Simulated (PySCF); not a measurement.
[La(NH2)2]+ at several levels of theory

Computed with PySCF 2.14.0 (density fitting, no spin-orbit coupling) at the geometry relaxed with PBE0:

```xyz
7
[La(NH2)2]+ (singlet)
La    0.0000    0.7603    0.0143
N     1.7507    0.0270    1.1004
H     1.6987   -0.5492    1.9461
H     2.7479    0.1566    0.9114
N    -1.7507    0.0270    1.1004
H    -2.7479    0.1566    0.9114
H    -1.6987   -0.5492    1.9461
```

```json
{"level": "PBE0", "basis": "La lcecp-1-SVP with ECP46, N def2-SVP, H def2-SVP", "state": "singlet", "HOMO (eV)": "-11.37", "gap (eV)": "5.24", "charge on La1 (e)": "1.29", "population of f-type functions on La1 (polarisation alone where 4f lies in the core)": "0.07", "dipole about the centre of mass (D)": "2.89", "largest force component (eV/Å)": "0.01"}
{"level": "M06-L", "basis": "the same", "state": "singlet", "HOMO (eV)": "-10.15", "gap (eV)": "4.22", "charge on La1 (e)": "1.38", "population of f-type functions on La1 (polarisation alone where 4f lies in the core)": "0.06", "dipole about the centre of mass (D)": "3.02", "largest force component (eV/Å)": "0.25"}
{"level": "PBE0", "basis": "La lcecp-1-TZVP with ECP46, N def2-TZVP, H def2-TZVP", "state": "singlet", "HOMO (eV)": "-11.41", "gap (eV)": "5.28", "charge on La1 (e)": "1.65", "population of f-type functions on La1 (polarisation alone where 4f lies in the core)": "0.09", "dipole about the centre of mass (D)": "3.18", "largest force component (eV/Å)": "0.30"}
```

In the lcecp rows the 4f levels are missing from HOMO and gap, and the state counts the valence alone.

Charges are Mulliken's, which hang on the basis. The relaxation used the grid (50, 194), these runs (75, 302) or, all-electron (x2c bases, spin-free X2C Hamiltonian), (99, 590).

**Question.** What does B3LYP with La lcecp-1-SVP with ECP46, N def2-SVP, H def2-SVP give here?

**Answer.** state singlet, HOMO (eV) -11.13, gap (eV) 4.66, charge on La1 (e) 1.25, population of f-type functions on La1 (polarisation alone where 4f lies in the core) 0.07, dipole about the centre of mass (D) 2.85, largest force component (eV/Å) 0.37. Time: 5.4 s on 2 threads of Arm Neoverse N1, on a shared host, from an already converged density.

In the first row's basis the gap widens with exact exchange: 4.2 eV for M06-L (none); 4.7 to 5.2 eV for B3LYP, PBE0 (a fixed share).
